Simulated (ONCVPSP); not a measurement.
# cadmium (Cd), ONCV: configuration errors across variants

ONCVPSP 4.0.1 input, shortened (lines: element, Z, core and valence counts, functional; n l f; lmax; l rc ep ncon nbas qcut; lloc lpopt rc5 dvloc0; l nproj debl; icmod fcfact rcfact), PBEsol, scalar-relativistic:

```
  Cd 48.00    6    4  -116133      upf
    1    0    2.00
    2    0    2.00
    2    1    6.00
    3    0    2.00
    3    1    6.00
    3    2   10.00
    4    0    2.00
    4    1    6.00
    4    2   10.00
    5    0    2.00
    2
    0    1.30    0.00    4    8    8.90
    1    1.55    0.00    4    8    7.00
    2    1.15    0.00    4    8    9.70
    4    5    1.10    4.00
    0    2    1.10
    1    1    2.80
    2    3    1.40
    3    5.50    1.65
```

All-electron excitation energies from the reference (eV): (1) 4s2 4p6 4d10 5s1 9.309; (2) 4s2 4p6 4d10 5s0 26.406; (3) 4s2 4p6 4d9 5s0 64.404; (4) 4s2 4p6 4d9 5s2 17.975.

A true bound ghost makes a file unfit for plane-wave use even where its test errors are small: the radial tests pick states by their node count and pass the ghost by.

Errors AE − PS in meV (a dash: test not solved or not reliable):

```csv
change,(1),(2),(3),(4),bound ghosts,GHOST(+) flags above zero
base,-1.6,-5.7,-6.8,0.0,d,d
"core correction Teter function, fcfact 2.8, rcfact 1.65",-1.5,-5.4,-6.8,+0.3,d,d
"local potential polynomial inside 1.10 bohr (lpopt 5, dvloc0 7.5 Ha)",-1.7,-5.9,-9.3,-2.0,none,d
"core correction Teter function, fcfact 5.5, rcfact 1.08",-1.5,-5.0,-6.9,+0.5,d,d
"local potential polynomial inside 1.00 bohr (lpopt 2, dvloc0 2 Ha)",-1.6,-5.8,-7.8,-0.8,d,d
s: nbas 9,-1.6,-5.9,-6.9,-0.1,d,"s, d"
core correction none,-1.4,-4.4,-6.7,+0.7,d,d
```

Give the same row for: p: qcut 6.6.

-1.6, -5.8, -7.0, -0.2; bound ghosts: d; GHOST(+) flags above zero: d.
